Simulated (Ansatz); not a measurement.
System: silicon monosulfide triplet, SiS, net charge 0, triplet state. This is an excited triplet: at this geometry the singlet lies 2.49 eV lower at CCSD(T)/CBS(aug-cc-pV(T+d)Z,aug-cc-pV(Q+d)Z). SMILES: [Si]=S
Geometry from a B3LYP-D3(BJ)/def2-TZVP (Ansatz, a first-principles code) optimisation:
```xyz
2

Si     0.0000     0.0000    -1.1689
S      0.0000     0.0000     1.0227
```
Charge 0, spin multiplicity 3.

Task: Give the harmonic wavenumbers at B3LYP-D3(BJ)/def2-TZVP (Ansatz, finite differences of forces, unscaled).

Result: 477 cm⁻¹. Zero-point energy 0.7 kcal/mol.

Task: From these and the geometry, give the ideal-gas thermochemistry at 298.15 K and 1 atm (rigid rotor, harmonic oscillator).

Result: Point group C∞v, rotational symmetry number 1. Rotational constants 7.028, 7.028 GHz. S(trans) 38.20, S(rot) 15.47, S(vib) 0.72, S(elec, spin only) 2.18, S 56.6 cal/(mol K). H(298) - H(0) 2.23 kcal/mol; G - E(el) -14.0 kcal/mol.
